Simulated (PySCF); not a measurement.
Method: B3LYP-D3(BJ)/def2-TZVP run with PySCF. All species are isolated molecules in the gas phase. One relaxed conformer stands for a flexible species; it need not be the lowest. B3LYP has the VWN-RPA correlation part, as in Gaussian. Delta-SCF ions had no search for a lower state. 

Reference species (SMILES): `C(/C=C\[SiH3])C#N` (neutral, multiplicity 1).

```yaml
HOMO: -8.06 eV
vertical ionisation energy (Delta-SCF): 10.20 eV
```

Changed species: `[SiH3]/C(=C/C)C#N`.

Q: Predict the effect on the HOMO and vertical ionisation energy (Delta-SCF).

A: the HOMO increases by 0.29 eV, to -7.77 eV; the vertical ionisation energy (Delta-SCF) falls by 0.34 eV, to 9.86 eV.
